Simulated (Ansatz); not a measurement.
Two structures of SiNH$_{9}$O$_{2}$, singlet, reached by relaxing down either side of one saddle point (PBE0-D4/def2-TZVP). Energies are electronic, without zero-point energy. Computed with Ansatz 0.2.0 (basis: def2-TZVPP and def2-QZVPP); correlated methods freeze the cores. Extrapolation: Hartree–Fock as exp(−7.88 √X), correlation as X^−2.97. First:

Si1  (0.807, 0.650, 1.722)
N2  (0.854, -0.386, 0.332)
H3  (1.935, 1.618, 1.833)
H4  (-0.462, 1.419, 1.676)
H5  (0.828, -0.221, 2.927)
H6  (-0.963, 0.065, -1.877)
O7  (-0.282, 0.695, -2.178)
H8  (-0.869, -1.103, -0.164)
O9  (-1.659, -1.220, -0.732)
H10  (0.831, 0.075, -0.578)
H11  (1.565, -1.104, 0.332)
H12  (-0.169, 0.536, -3.116)
H13  (-2.417, -1.024, -0.178)
(Å)

Second:

```xyz
13
angstrom
Si 0.6372 1.0894 0.6545
N 0.4871 -1.1243 0.6096
H 0.7273 2.6044 0.5598
H -0.4220 0.9439 1.6926
H 2.0144 0.7756 1.1316
H -1.1014 -0.3579 -1.4107
O 0.2239 0.8412 -0.9712
H -0.3958 -1.4301 0.1952
O -1.6534 -1.1591 -1.3468
H 1.2365 -1.5239 0.0557
H 0.5627 -1.4892 1.5514
H 0.2433 1.6824 -1.4339
H -2.5598 -0.8523 -1.2877
```

(1) Which bonds change from the first to the second?

(2) Give the saddle point's structure and its height above each. (Judge from chemistry; the value comes from the calculation.)

No T1 diagnostic of these runs exceeds 0.011.

Results:

(1) SiNH₅ ([NH2][SiH3]) + H₂O + H₂O → SiH₄O ([OH][SiH3]) + H₂O + NH₃ (still joined by a long Si–N bond); bonds formed: Si1–O7, N2–H8, H6–O9; bonds broken: H6–O7, H8–O9; bonds weakened to dative contacts: Si1–N2.

(2) Computed: 97.6 kJ/mol above the first and 123.3 kJ/mol above the second (CCSD(T) at an estimated basis limit (MP2 extrapolated from triple and quadruple zeta, plus CCSD(T) − MP2 in triple zeta)).
```
13
angstrom
Si 0.5888 0.8687 0.8110
N 0.5528 -0.9445 0.3930
H 1.5471 1.7657 0.0989
H -0.6360 1.3232 1.5159
H 1.4650 0.6259 2.0389
H -1.0257 0.0894 -1.1462
O -0.5018 1.0829 -0.8403
H -0.4348 -1.2137 -0.3173
O -1.3159 -1.1196 -1.1988
H 1.3756 -1.1906 -0.1504
H 0.6163 -1.4822 1.2507
H -0.0250 1.4838 -1.5695
H -2.2065 -1.2890 -0.8858
```

The step is the kind of ligand exchange by which a precursor binds to a hydroxyl group, or is hydrolysed, in atomic layer deposition of oxides.

Labels in which every atom is bracketed show which atoms are joined, not bond orders.

For scale, one of the runs: CCSD(T)/def2-TZVPP, 261 basis functions, launched by `ansatz run in.yaml --threads 8 --pin off --events-out ev --progress --plain --max-ram 19148MiB`. Hardware: 8 CPU threads of an Intel Xeon, shared host. Wall time 110 s; peak host memory 6.4 GiB.
